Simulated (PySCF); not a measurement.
Job file and geometry (Å, from GFN2-xTB) of an NMR shielding run on SMILES CC[Si]1(C(Cl)Cl)CSC1, C$_{5}$H$_{10}$Cl$_{2}$SSi, GIAO PBE0/pcSseg-1 NMR shielding, non-relativistic, gas phase in PySCF 2.14.0, density-fitted response routines; density fitting, a coarse starting grid and PySCF grid level 2 are the driver's defaults:

```
$ OMP_NUM_THREADS=1 python probes_run.py task.json out

{"job": {"kind": "nmr", "xc": "PBE0", "basis": "pcSseg-1"}, "charge": 0, "multiplicity": 1}
C      2.405529     0.162880     0.253145
C      1.192230    -0.537825     0.861981
Si    -0.451189    -0.080313     0.025936
C     -0.827526     1.812875     0.114753
Cl    -0.551860     2.381610     1.775093
Cl     0.235379     2.690233    -1.009168
C     -0.782626    -0.758515    -1.732467
S     -2.181581    -1.806239    -1.151038
C     -1.976827    -1.115825     0.541691
H      2.493027    -0.063630    -0.806361
H      3.317912    -0.160886     0.749239
H      2.322554     1.239617     0.365321
H      1.334236    -1.618139     0.798829
H      1.134932    -0.291374     1.923271
H     -1.847885     2.093943    -0.143866
H     -1.132536    -0.054736    -2.482837
H     -0.012552    -1.385802    -2.171057
H     -2.874362    -0.577223     0.831255
H     -1.806657    -1.921400     1.248819
```

**Question.** Write the output of this run.

**Answer.** 
```
coarse grid: 18128 points
cycle   1  E = -1803.6264263597  dE =  8.816e-01  |g| = 4.999e-01  |ddm| = 4.093e+00
cycle   2  E = -1803.5831844482  dE =  4.324e-02  |g| = 6.648e-01  |ddm| = 1.099e+00
cycle   3  E = -1803.6916493055  dE = -1.085e-01  |g| = 9.348e-02  |ddm| = 6.549e-01
cycle   4  E = -1803.6935588915  dE = -1.910e-03  |g| = 3.679e-02  |ddm| = 1.135e-01
cycle   5  E = -1803.6938797880  dE = -3.209e-04  |g| = 7.235e-03  |ddm| = 3.655e-02
cycle   6  E = -1803.6938924562  dE = -1.267e-05  |g| = 2.459e-03  |ddm| = 1.187e-02
cycle   7  E = -1803.6938937883  dE = -1.332e-06  |g| = 6.991e-04  |ddm| = 3.698e-03
final grid: 156928 points
cycle   8  E = -1803.7482458534  dE = -4.445e-05  |g| = 9.733e-03  |ddm| = 2.897e-02
cycle   9  E = -1803.7482322104  dE =  1.364e-05  |g| = 1.189e-02  |ddm| = 1.755e-02
cycle  10  E = -1803.7482675262  dE = -3.532e-05  |g| = 1.344e-03  |ddm| = 1.125e-02
cycle  11  E = -1803.7482678962  dE = -3.700e-07  |g| = 4.263e-04  |ddm| = 1.873e-03
cycle  12  E = -1803.7482679413  dE = -4.514e-08  |g| = 7.895e-05  |ddm| = 4.417e-04
cycle  13  E = -1803.7482679427  dE = -1.350e-09  |g| = 3.434e-05  |ddm| = 1.099e-04
cycle  14  E = -1803.7482679430  dE = -2.824e-10  |g| = 7.070e-06  |ddm| = 3.818e-05
converged SCF energy = -1803.7482679430

GIAO shielding tensors (ppm)
atom      isotropic    diamagn.    paramagn.     s11        s22        s33       span
  0 C      178.482     245.291     -66.809    171.974    179.692    183.780     11.806
  1 C      176.031     252.154     -76.122    168.060    171.028    189.005     20.945
  2 Si     333.117     877.045    -543.928    292.731    338.680    367.939     75.208
  3 C      113.175     252.072    -138.897     70.680    132.613    136.232     65.552
  4 Cl     763.038    1146.314    -383.276    501.001    756.559   1031.553    530.551
  5 Cl     747.191    1146.663    -399.472    482.851    763.663    995.060    512.209
  6 C      163.113     254.703     -91.590    133.833    162.955    192.550     58.717
  7 S      564.863    1054.224    -489.361    370.817    460.965    862.808    491.991
  8 C      163.026     256.001     -92.975    134.074    164.565    190.438     56.364
  9 H       30.744      29.305       1.439     26.670     29.451     36.111      9.441
 10 H       30.472      27.158       3.314     25.016     27.429     38.970     13.954
 11 H       30.297      28.806       1.492     24.098     31.146     35.648     11.551
 12 H       30.434      30.812      -0.378     25.270     28.924     37.109     11.839
 13 H       30.301      30.206       0.095     27.027     28.484     35.391      8.364
 14 H       25.862      29.982      -4.119     21.371     25.521     30.695      9.324
 15 H       28.949      30.430      -1.481     24.865     27.761     34.221      9.355
 16 H       29.060      30.870      -1.810     24.731     27.702     34.747     10.016
 17 H       29.126      30.557      -1.431     25.180     27.382     34.817      9.637
 18 H       29.258      30.876      -1.618     25.092     27.439     35.243     10.152
```

**Question.** Turn these shieldings into chemical shifts. Referencing at the same level of theory: 13C (186.93 ppm) and 29Si (349.16 ppm) and 1H (31.72 ppm) vs TMS; 35Cl (949.78 ppm) against HCl; 33S (503.73 ppm) against CS2.

**Answer.** Averaging equivalent atoms: C 3: 73.8; C 6/8: 23.9; C 1: 10.9; C 0: 8.4; Si 2: 16.0; Cl 4/5: 195; S 7: -61; H 14: 5.85; H 15/17: 2.68; H 16/18: 2.56; H 12/13: 1.35; H 9/10/11: 1.21 ppm. 

Size and cost of the density-fitted run: 231 basis functions, 66 s wall time on 1 thread of an Arm Neoverse V1, shared host; peak memory 1.1 GiB.
